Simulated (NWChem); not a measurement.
Species: diglyme (C$_{6}$H$_{14}$O$_{3}$); SMILES COCCOCCOC

```xyz
23

C     -0.2156     4.3525    -0.2663
O      0.7273     3.3900     0.1620
C      0.4938     2.0829    -0.3354
C     -0.5402     1.3228     0.5091
O     -0.8116     0.0277    -0.0010
C      0.1518    -0.9578     0.3306
C     -0.4047    -2.3007    -0.1215
O      0.5626    -3.2856     0.1767
C      0.1547    -4.5832    -0.1959
H      0.1121     5.3158     0.1338
H     -1.2323     4.1500     0.1028
H     -0.2537     4.4178    -1.3654
H      0.1620     2.1069    -1.3855
H      1.4607     1.5696    -0.3021
H     -1.4976     1.8544     0.4981
H     -0.1951     1.2738     1.5535
H      0.3348    -0.9773     1.4166
H      1.1164    -0.7804    -0.1675
H     -0.6195    -2.2673    -1.2025
H     -1.3552    -2.5035     0.3988
H     -0.0313    -4.6570    -1.2798
H      0.9648    -5.2665     0.0725
H     -0.7624    -4.8904     0.3328
```
Atoms are numbered in this order, from 1.

Computed with NWChem. All runs use the structure optimised with B3LYP/6-31G* (spherical d). No frequency run checked for a minimum. GIAO values for the isolated, static molecule; σ is the absolute isotropic shielding, δ = σ(reference) − σ with the isolated reference molecule computed at the same levels (13C: tetramethylsilane, 1H: tetramethylsilane, 17O: water).

Task: Estimate the computed values for PBE0/pcSseg-1. Quantities: δ O5 (ppm); δ C6 (ppm); δ C7 (ppm); δ H13 (ppm); δ H14 (ppm); δ H17 (ppm); δ H18 (ppm).

Result: 
```json
{
 "δ O5 (ppm)": "24.1",
 "δ C6 (ppm)": "72.6",
 "δ C7 (ppm)": "74.8",
 "δ H13 (ppm)": "2.85",
 "δ H14 (ppm)": "4.09",
 "δ H17 (ppm)": "3.15",
 "δ H18 (ppm)": "3.62"
}
```
